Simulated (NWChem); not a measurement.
Molecule: SiN$_{4}$H$_{8}$; SMILES N[Si](N)(N)N

```xyz
13

N     -1.0625     0.8326    -1.0919
Si     0.0000     0.0000     0.0000
N      0.8326     1.0625     1.0919
N      1.0625    -0.8326    -1.0919
N     -0.8326    -1.0625     1.0919
H     -1.7239     1.4996    -0.7119
H     -1.4833     0.3090    -1.8513
H      1.4996     1.7239     0.7119
H      0.3090     1.4833     1.8513
H      1.7239    -1.4996    -0.7119
H      1.4833    -0.3090    -1.8513
H     -0.3090    -1.4833     1.8513
H     -1.4996    -1.7239     0.7119
```
Atoms are numbered in this order, from 1.

Computed with NWChem. Pople sets run with spherical d functions. STO-3G and 3-21G are far too small for this property and stand as cheap habits. All runs use the structure optimised with B3LYP/6-31G* (spherical d). B3LYP is NWChem's, with the RPA form of VWN correlation. Vertical excitations in the gas phase; the lowest state need not have the same character in each row.

| level | basis functions | lowest excitation, singlet (eV) | oscillator strength of that lowest state | lowest state with f > 0.02, singlet (eV) | orbital gap (eV) |
|---|---|---|---|---|---|
| B3LYP/3-21G, TDA | 65 | 6.95 | 0.000 | 7.47 | 8.00 |
| B3LYP/6-31G*, TDA | 90 | [?] | 0.000 | [?] | [?] |
| B3LYP/6-31+G*, TDA | 110 | 5.25 | 0.000 | 5.82 | 6.13 |
| B3LYP/def2-SVP, TDA | 114 | 6.31 | 0.000 | 6.85 | 7.32 |

Task: Fill in the missing entries.

Result: 
- B3LYP/6-31G*, TDA, lowest excitation, singlet (eV): 6.69
- B3LYP/6-31G*, TDA, lowest state with f > 0.02, singlet (eV): 7.26
- B3LYP/6-31G*, TDA, orbital gap (eV): 7.75
